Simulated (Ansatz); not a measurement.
Born–Oppenheimer molecular dynamics of GaH6P (8 atoms, charge 0, multiplicity 1). It starts at the highest image of a converged band, a first-order saddle point between two minima.

Level of theory: RKS BHLYP-D4/def2-SVP in Ansatz.

```json
{
 "ensemble": "NVE (velocity Verlet)",
 "time step": "0.5 fs",
 "steps asked": "200",
 "starting velocities drawn for": "100 K",
 "seed": "5333"
}
```

Frames 2.5 fs apart, positions in Å, forces in eV/Å.

Velocities at 50 fs (Å/ps):

```
Ga -0.34 5.78 -3.86
H 12.07 -20.89 -8.58
H 3.18 17.79 25.96
H -20.16 27.18 29.11
P 1.82 -14.40 4.26
H 5.22 10.87 11.09
H -0.23 10.31 16.42
H -32.31 -2.19 62.16
```

```xyz
8
Properties=species:S:1:pos:R:3:forces:R:3 time_fs=50 energy_less_start_eV=-0.947 T=1320
Ga 0.052 -0.099 -0.060 -0.04 1.11 0.36
H 0.157 1.267 0.797 -0.03 -0.57 -0.14
H 1.411 -0.672 -0.559 -0.11 -0.03 -0.33
H -1.412 -0.576 -0.357 0.15 0.05 -0.30
P 0.223 -3.020 1.275 -0.97 -0.45 1.41
H -0.474 -2.322 0.277 0.13 -0.02 -0.11
H 1.487 -2.466 1.129 0.36 0.45 -0.08
H -0.259 -2.164 2.371 0.51 -0.54 -0.80
8
Properties=species:S:1:pos:R:3:forces:R:3 time_fs=52.5 energy_less_start_eV=-0.746 T=1062
Ga 0.051 -0.084 -0.069 -0.50 0.52 0.24
H 0.186 1.206 0.776 0.00 0.32 0.36
H 1.418 -0.631 -0.506 0.11 -0.28 -0.58
H -1.456 -0.507 -0.294 0.37 -0.03 -0.39
P 0.227 -3.056 1.287 -0.90 0.78 2.03
H -0.457 -2.297 0.304 0.16 -0.19 0.13
H 1.492 -2.429 1.169 -0.21 0.12 0.07
H -0.318 -2.196 2.488 0.98 -1.23 -1.86
8
Properties=species:S:1:pos:R:3:forces:R:3 time_fs=55 energy_less_start_eV=-0.766 T=1088
Ga 0.050 -0.069 -0.078 -0.53 0.01 0.04
H 0.216 1.163 0.776 0.07 0.95 0.76
H 1.430 -0.606 -0.488 0.06 -0.37 -0.66
H -1.478 -0.441 -0.255 0.41 -0.13 -0.47
P 0.229 -3.091 1.303 -0.24 1.07 1.58
H -0.431 -2.283 0.338 0.03 -0.27 0.17
H 1.486 -2.385 1.213 -0.60 -0.28 0.16
H -0.322 -2.296 2.500 0.81 -0.97 -1.57
8
Properties=species:S:1:pos:R:3:forces:R:3 time_fs=57.5 energy_less_start_eV=-0.933 T=1301
Ga 0.048 -0.053 -0.088 0.01 0.29 0.31
H 0.249 1.171 0.818 0.04 0.56 0.48
H 1.445 -0.602 -0.508 -0.26 -0.25 -0.57
H -1.477 -0.382 -0.243 0.23 -0.22 -0.51
P 0.230 -3.124 1.322 0.81 -0.09 -0.39
H -0.404 -2.285 0.381 -0.22 -0.20 -0.02
H 1.447 -2.356 1.266 -0.37 -0.39 0.16
H -0.281 -2.450 2.426 -0.23 0.31 0.52
8
Properties=species:S:1:pos:R:3:forces:R:3 time_fs=60 energy_less_start_eV=-0.778 T=1105
Ga 0.046 -0.038 -0.097 0.70 0.90 0.82
H 0.284 1.210 0.887 -0.08 -0.27 -0.15
H 1.444 -0.613 -0.561 -0.55 -0.09 -0.39
H -1.463 -0.337 -0.262 -0.06 -0.27 -0.49
P 0.233 -3.157 1.340 1.66 -1.69 -2.81
H -0.390 -2.298 0.423 -0.43 -0.08 -0.17
H 1.387 -2.349 1.329 0.30 -0.14 0.13
H -0.257 -2.584 2.388 -1.54 1.63 3.07
8
Properties=species:S:1:pos:R:3:forces:R:3 time_fs=62.5 energy_less_start_eV=-1.010 T=1400
Ga 0.045 -0.021 -0.105 0.98 1.19 1.07
H 0.315 1.234 0.949 -0.17 -0.77 -0.58
H 1.411 -0.630 -0.638 -0.58 0.01 -0.23
H -1.452 -0.307 -0.310 -0.22 -0.25 -0.42
P 0.239 -3.192 1.354 0.13 -0.45 -0.35
H -0.401 -2.317 0.457 -0.41 -0.08 -0.07
H 1.345 -2.350 1.400 0.67 0.13 0.11
H -0.311 -2.636 2.503 -0.40 0.23 0.47
8
Properties=species:S:1:pos:R:3:forces:R:3 time_fs=65 energy_less_start_eV=-0.982 T=1366
Ga 0.045 -0.004 -0.112 0.64 1.05 0.96
H 0.336 1.214 0.977 -0.19 -0.81 -0.64
H 1.345 -0.646 -0.729 -0.35 0.01 -0.15
H -1.452 -0.293 -0.383 -0.10 -0.16 -0.28
P 0.245 -3.229 1.367 -0.79 0.90 1.68
H -0.435 -2.341 0.486 -0.17 -0.20 0.15
H 1.339 -2.345 1.476 0.27 -0.06 0.02
H -0.390 -2.671 2.651 0.69 -0.73 -1.75
8
Properties=species:S:1:pos:R:3:forces:R:3 time_fs=67.5 energy_less_start_eV=-0.998 T=1387
Ga 0.045 0.014 -0.119 -0.03 0.46 0.37
H 0.347 1.149 0.970 -0.09 -0.38 -0.25
H 1.258 -0.662 -0.829 -0.04 -0.04 -0.12
H -1.458 -0.287 -0.471 0.17 -0.02 -0.06
P 0.250 -3.264 1.382 -0.70 1.41 2.04
H -0.480 -2.377 0.524 0.07 -0.23 0.25
H 1.348 -2.346 1.554 -0.31 -0.38 -0.14
H -0.433 -2.745 2.704 0.93 -0.82 -2.08
8
Properties=species:S:1:pos:R:3:forces:R:3 time_fs=70 energy_less_start_eV=-1.180 T=1620
Ga 0.045 0.033 -0.125 -0.59 -0.54 -0.72
H 0.353 1.062 0.949 0.14 0.41 0.56
H 1.169 -0.680 -0.936 0.14 -0.01 -0.02
H -1.455 -0.283 -0.564 0.32 0.12 0.17
P 0.254 -3.297 1.402 -0.15 0.88 1.10
H -0.521 -2.426 0.575 0.17 -0.09 0.10
H 1.340 -2.367 1.623 -0.44 -0.37 -0.26
H -0.423 -2.866 2.639 0.42 -0.40 -0.93
8
Properties=species:S:1:pos:R:3:forces:R:3 time_fs=72.5 energy_less_start_eV=-1.029 T=1426
Ga 0.045 0.051 -0.132 -0.71 -1.23 -1.58
H 0.367 0.998 0.961 0.30 0.80 1.04
H 1.087 -0.697 -1.043 0.18 0.14 0.21
H -1.433 -0.272 -0.646 0.23 0.22 0.34
P 0.257 -3.328 1.423 1.24 -0.64 -1.91
H -0.553 -2.480 0.632 0.12 0.15 -0.17
H 1.309 -2.408 1.678 -0.09 0.05 -0.19
H -0.394 -3.008 2.529 -1.27 0.50 2.26
8
Properties=species:S:1:pos:R:3:forces:R:3 time_fs=75 energy_less_start_eV=-0.978 T=1360
Ga 0.044 0.068 -0.140 -0.30 -0.92 -1.27
H 0.397 0.977 1.028 0.15 0.26 0.42
H 1.016 -0.706 -1.137 0.24 0.31 0.47
H -1.399 -0.247 -0.709 -0.09 0.28 0.42
P 0.263 -3.360 1.441 0.87 -1.17 -2.13
H -0.578 -2.525 0.679 0.09 0.28 -0.28
H 1.272 -2.445 1.722 0.31 0.55 0.02
H -0.433 -3.126 2.539 -1.27 0.41 2.35
8
Properties=species:S:1:pos:R:3:forces:R:3 time_fs=77.5 energy_less_start_eV=-0.994 T=1380
Ga 0.043 0.085 -0.149 0.22 -0.35 -0.44
H 0.436 0.971 1.120 -0.12 -0.40 -0.53
H 0.960 -0.698 -1.204 0.36 0.36 0.60
H -1.370 -0.206 -0.747 -0.46 0.30 0.42
P 0.269 -3.394 1.455 -1.09 -0.56 0.71
H -0.597 -2.555 0.710 0.18 0.18 -0.12
H 1.251 -2.452 1.766 0.15 0.51 0.12
H -0.538 -3.221 2.672 0.76 -0.06 -0.77
```

Of the whole run (100 fs, mean temperature of the second half 1320 K): The conserved energy stayed within 0.32 meV per atom of its start (net change -0.067 meV per atom), so the integration is sound. The kinetic energy rose, since the run started high on the potential surface and went downhill. It ends in pieces (GaH3 + H3P), so much of that is their flight and rotation, not heat. A run of 0.1 ps of so small a system gives no equilibrium averages. The orbitals stay closed-shell, which can raise the energy where a bond breaks towards radicals; this wasn't checked here.

Time of the run: 9.7 min on 1 thread of Arm Neoverse V1 (shared host), peak memory 0.16 GiB.
